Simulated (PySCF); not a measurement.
**Computed vibrations of CeOF**

CeOF (singlet in the valence; each metal's 4f electrons, 1 of them, lie in its core potential, out of spins and levels). PySCF 2.14.0, RKS PBE0, Ce lcecp-1-SVP with ECP47, O def2-SVP, F def2-SVP; non-relativistic Hamiltonian with scalar-relativistic core potentials where named; density fitting; no spin-orbit coupling. Central differences of gradients.

```xyz
3

Ce    0.0508    0.0000   -0.2317
O     1.5841    0.0000    0.8802
F    -1.7077    0.0000    0.9651
```

Run from Python with OMP_NUM_THREADS=2. Where DIIS fails, smearing, a level shift and second-order steps follow.
It took 15 s on 2 threads of Arm Neoverse V2, on a shared host.

Q: What are the harmonic wavenumbers and infrared intensities?

A: Modes are labelled in Cs; negative numbers are unstable modes, those under 60 cm⁻¹ near the noise; a finer grid moves soft modes by up to 10 cm⁻¹.
```csv
cm⁻¹,km/mol,symmetry
166,21.9,a'
531,130.9,a'
810,192.4,a'
```

Q: Is this a minimum?

A: Yes. Ideal gas at 298.15 K and 1 bar: S = 295.5 J/(mol K), Cp = 48.7 J/(mol K), H − H(0 K) = 12.3 kJ/mol (rigid rotor, harmonic modes, spin degeneracy alone, that of the 4f electrons in the core included).

An lcecp potential fixes the number of 4f electrons, so in runs with it no electron can move into or out of that shell.
